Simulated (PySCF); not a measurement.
## Mayer bond orders and bond lengths

(HSi)4CH26 adamantane, C₆H₁₆Si₄.
Structure used (PBE0-D3(BJ)/def2-SVP), in Å, numbered top down from 1:
```xyz
26
C6H16Si4 angstrom
Si     1.3502   -1.1489    0.7004
H      2.4138   -2.0511    1.2537
C      1.4753    0.5692    1.4716
Si     0.1457    1.7286    0.8006
H      0.2637    3.0858    1.4298
C      0.3511    1.8484   -1.0718
Si     0.2084    0.1552   -1.8933
H      0.3763    0.2759   -3.3798
C      1.5348   -0.9762   -1.1697
C     -1.4859   -0.5642   -1.4761
Si    -1.7267   -0.7335    0.3883
H     -3.0787   -1.3090    0.6928
C     -0.3641   -1.8494    1.0667
C     -1.5434    0.9732    1.1731
H      2.4731    0.9942    1.2638
H      1.3815    0.4919    2.5689
H     -0.4167    2.5248   -1.4865
H      1.3326    2.2953   -1.3079
H      1.4699   -1.9718   -1.6425
H      2.5342   -0.5724   -1.4075
H     -1.5981   -1.5526   -1.9552
H     -2.2754    0.0851   -1.8932
H     -0.4531   -2.8542    0.6177
H     -0.4925   -1.9717    2.1564
H     -1.6767    0.8919    2.2662
H     -2.3408    1.6415    0.8035
```

Bond orders from the PBE0/pcSseg-1 density (PySCF). Geometry: PBE0-D3(BJ)/def2-SVP, one conformer, isolated molecule.

**Question.** Set the Mayer orders of the bonds between heavy atoms beside their lengths.

**Answer.** 
```json
{"bond": "Si1–C3", "length (Å)": "1.887", "Mayer order": "0.919"}
{"bond": "Si1–C9", "length (Å)": "1.887", "Mayer order": "0.919"}
{"bond": "Si1–C13", "length (Å)": "1.888", "Mayer order": "0.919"}
{"bond": "C3–Si4", "length (Å)": "1.887", "Mayer order": "0.919"}
{"bond": "Si4–C6", "length (Å)": "1.887", "Mayer order": "0.919"}
{"bond": "Si4–C14", "length (Å)": "1.887", "Mayer order": "0.919"}
{"bond": "C6–Si7", "length (Å)": "1.887", "Mayer order": "0.919"}
{"bond": "Si7–C9", "length (Å)": "1.888", "Mayer order": "0.919"}
{"bond": "Si7–C10", "length (Å)": "1.887", "Mayer order": "0.919"}
{"bond": "C10–Si11", "length (Å)": "1.888", "Mayer order": "0.919"}
{"bond": "Si11–C13", "length (Å)": "1.887", "Mayer order": "0.919"}
{"bond": "Si11–C14", "length (Å)": "1.887", "Mayer order": "0.919"}
```

**Question.** And the bonds to hydrogen?

**Answer.** H–Si: 0.95 (4 bonds); C–H: 0.94 (12 bonds).

**Question.** Sum the orders of all bonds at each heavy atom with more than one neighbour.

**Answer.** Si1 3.711, C3 3.713, Si4 3.711, C6 3.713, Si7 3.711, C9 3.712, C10 3.713, Si11 3.711, C13 3.713, C14 3.713. Orders between atoms that aren't bonded are not in these sums.

Mayer orders depend on the basis set.
